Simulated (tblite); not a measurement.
Species: C₅H₉NSi₂.
SMILES with atom numbers: `[CH3:1][C:2]#[C:3][Si@:4]([CH3:5])([SiH3:6])[C:7]#[N:8]` (hydrogens: H9, H10, H11 on C1; H12, H13, H14 on C5; H15, H16, H17 on Si6)

A start from a force field or distance geometry was refined with tblite, GFN2-xTB geometry optimisation, gas phase. Values at the start:

```json
{"coordinate": "C1–C2", "start": "1.476 Å"}
{"coordinate": "C1–H9", "start": "1.091 Å"}
{"coordinate": "C2≡C3", "start": "1.189 Å"}
{"coordinate": "C3–Si4", "start": "1.893 Å"}
{"coordinate": "Si4–C5", "start": "1.861 Å"}
{"coordinate": "Si4–Si6", "start": "2.308 Å"}
{"coordinate": "Si4–C7", "start": "1.883 Å"}
{"coordinate": "C5–H12", "start": "1.099 Å"}
{"coordinate": "Si6–H15", "start": "1.486 Å"}
{"coordinate": "C7≡N8", "start": "1.166 Å"}
{"coordinate": "C1–C2–C3", "start": "178.5°"}
{"coordinate": "C3–Si4–C5", "start": "110.6°"}
{"coordinate": "C3–Si4–Si6", "start": "109.5°"}
{"coordinate": "C3–Si4–C7", "start": "112.2°"}
{"coordinate": "Si4–C7–N8", "start": "179.4°"}
{"coordinate": "C5–Si4–Si6", "start": "108.3°"}
{"coordinate": "C5–Si4–C7", "start": "110.7°"}
{"coordinate": "Si6–Si4–C7", "start": "105.3°"}
```

Question: How do these coordinates change at the GFN2-xTB level?

Answer: 
```tsv
coordinate	GFN2-xTB (Å or °)	change
Si4–C5	1.907	+0.046
C3–Si4	1.849	-0.044
C1–C2	1.444	-0.032
Si6–H15	1.466	-0.020
C7≡N8	1.146	-0.020
C2≡C3	1.206	+0.017
Si4–Si6	2.321	+0.013
C5–H12	1.087	-0.012
Si4–C7	1.879	-0.004
C1–H9	1.090	-0.001
C3–Si4–C7	102.3	-9.9
C5–Si4–Si6	115.2	+6.9
C5–Si4–C7	105.2	-5.5
C3–Si4–Si6	114.3	+4.8
Si6–Si4–C7	109.9	+4.6
C3–Si4–C5	108.7	-1.9
Si4–C7–N8	177.7	-1.7
C1–C2–C3	179.5	+1.0
```

The energy falls by 20.7 kJ/mol over 71 L-BFGS steps, the largest force on an atom goes from 2.83 to 0.004 eV/Å, and the atoms move by 0.157 Å rms after alignment. The bond that changes most is Si4–C5 (four-coordinate silicon to Si-methyl carbon), which lengthens by 0.046 Å. Bonds longer at the end by more than 0.005 Å: 3 of 16; shorter: 9. Rotational constants go from 1498, 808.4, 690.0 to 1444, 838.0, 705.5 MHz.

On one thread, Arm Neoverse N1 (aarch64), on a shared host, this took 0.97 s of wall time.

Its lowest GFN2-xTB frequency is 11 cm⁻¹, too small to tell a flat minimum from a shallow saddle.

The numbers are calculated, not measured.
